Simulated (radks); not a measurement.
Isoelectronic series with 51 electrons, all held in the configuration [Kr] 4d10 5s2 5p3, which need not be the ground one along the series. Calculated with a radial shooting solver on a logarithmic mesh with Libxc functionals: scalar-relativistic Kohn-Sham, r2SCAN, spin-unpolarised, spherical densities, finite nucleus; meta-GGA in the generalised Kohn-Sham scheme; Fermi nuclear charge, rms radius of each element as measured or else 0.836 A^(1/3) + 0.57 fm. Total energies (hartree) and orbital eigenvalues (hartree):

| ion | E (hartree) | 5p | 5s |
|---|---|---|---|
| Sb | -6482.14172 | -0.18254 | -0.48695 |
| Xe3+ | -7445.56785 | -1.36550 | -1.86832 |
| La6+ | -8485.6287 | -3.05986 | -3.76654 |
| Nd9+ | -9603.4491 | -5.19422 | -6.11781 |
| Eu12+ | -10800.4119 | -7.74455 | -8.90348 |
| Dy15+ | -12078.2053 | -10.70000 | -12.11759 |
| Tm18+ | -13438.7184 | -14.05544 | -15.76005 |
| Hf21+ | -14883.9333 | -17.80880 | -19.83414 |
| Re24+ | -16416.2888 | -21.95988 | -24.34585 |
| Pt27+ | -18038.2885 | -26.50975 | -29.30307 |
